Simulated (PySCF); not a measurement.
BF2H3O2Si, SMILES OB(O)[SiH](F)F.

Geometry: B3LYP-D3(BJ)/def2-SVP. This is a generated structure with no PubChem entry under its InChIKey; it may be hypothetical. The values are those of a single conformer.

Two levels are set side by side: PBE/def2-TZVP (PySCF) and M06-2X/def2-TZVP (PySCF). Same geometry, gas phase. Differences are taken from unrounded values.

```json
[
 {"quantity": "orbital gap (eV)", "PBE": "5.40"},
 {"quantity": "highest occupied level (eV)", "PBE": "-7.21"},
 {"quantity": "lowest empty level (eV)", "PBE": "-1.81"},
 {"quantity": "dipole moment (D)", "PBE": "2.10"},
 {"quantity": "mean polarisability (bohr³)", "PBE": "46.6"}
]
```

Problem. These are the PBE values. What does M06-2X give? (Estimate from the structure and the level; the computed values follow.)

Solution. 
```
quantity                     M06-2X  PBE minus M06-2X
---------------------------  ------  ----------------
orbital gap (eV)               9.92             -4.53
highest occupied level (eV)   -9.98              2.77
lowest empty level (eV)       -0.06             -1.75
dipole moment (D)              2.07              0.02
mean polarisability (bohr³)    42.9               3.8
```

PBE's occupied levels lie high since its potential decays too fast outside the molecule; exact exchange lowers them and widens the gap. PBE's more diffuse valence density responds more strongly to a field. Differences between two approximate levels are no errors against the true value.

Rough cost on one machine, each run with all the roots and properties that it gave: M06-2X against PBE about 4 times.
